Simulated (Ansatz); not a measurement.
Basis-set extrapolation for `O[SiH2]CBS` (PBE0-D4/def2-TZVP geometry, frozen core, the Gaussian-basis code of Ansatz). Multiplicity 1, RHF reference.

|  | def2-TZVPP | def2-QZVPP |
| --- | --- | --- |
| HF | -828.126330 | -828.153463 |
| MP2 correlation | -0.819253 | -0.881359 |
| CCSD(T) correlation | -0.909456 | not run |

Energies in hartree. Use E(X) = E(∞) + A·exp(−7.88·√X) for Hartree–Fock and E(X) = E(∞) + B·X^(−2.97) for correlation, with X = 3 and 4, and add CCSD(T) minus MP2 of the smaller set to the MP2 limit.

What is the CCSD(T) energy at the basis-set limit?

HF limit: -828.153463 + (-0.027133) × 0.13774 = -828.15720. MP2 limit: -0.881359 + (-0.062106) × 0.74074 = -0.92736. Higher-order term: -0.909456 − (-0.819253) = -0.09020. Total: -829.17476 hartree, 87.2 kcal/mol below CCSD(T)/def2-TZVPP.
